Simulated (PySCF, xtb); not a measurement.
C4H7Cl, SMILES C=CCCCl. One conformer was computed; it need not be the lowest.

Harmonic wavenumbers (cm⁻¹) from GFN2-xTB in xtb at its own minimum, in rising order: 69, 86, 207, 316, 431, 616, 745, 793, 901, 934, 986, 1025, 1065, 1083, 1171, 1222, 1243, 1283, 1313, 1413, 1443, 1472, 1719, 2962, 2979, 2985, 3000, 3057, 3102, 3130.

### Question
What does PBE-D3(BJ)/def2-SVP run with PySCF 2.14.0 give at its own minimum? (Estimate from the structure and the level; the computed values follow.)

### Answer
84, 99, 213, 320, 424, 613, 741, 763, 905, 909, 951, 994, 1037, 1061, 1165, 1197, 1245, 1267, 1293, 1379, 1408, 1418, 1674, 2971, 3006, 3032, 3061, 3071, 3076, 3168. Paired by order, the mean absolute difference is 23 cm⁻¹ and the zero-point energies are 61.1 and 60.8 kcal/mol.
